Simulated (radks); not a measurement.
Initial-state core-level shifts of neutral iodine when its valence configuration changes from [Kr] 4d10 5s2 5p5. All-electron calculation, Dirac Kohn-Sham, LDA (Slater exchange, Perdew-Wang correlation), spin-unpolarised, spherical densities, finite nucleus; open shells fill j = l - 1/2 first; Fermi nuclear charge, rms radius 4.75 fm. Program: a radial shooting solver on a logarithmic mesh with Libxc functionals. Shifts are changes of the shell-averaged eigenvalues in eV (positive: less bound); the change of the density at the nucleus, which sets a Mossbauer isomer shift, is in e/bohr^3, on a base of 2.48e+05.

| valence | 1s | 2s | 3p | 4p | density at nucleus |
|---|---|---|---|---|---|
| 4d9 5s2 5p6 | -9.193 | -9.818 | -9.273 | -7.316 | +28.30 |
| 4d9.5 5s2 5p5.5 | -4.566 | -4.871 | -4.610 | -3.660 | +14.03 |
| 4d10 5s1 5p6 | -1.500 | -1.470 | -1.485 | -1.440 | -71.97 |
| 4d10 5s1.5 5p5.5 | -0.758 | -0.742 | -0.750 | -0.727 | -35.51 |
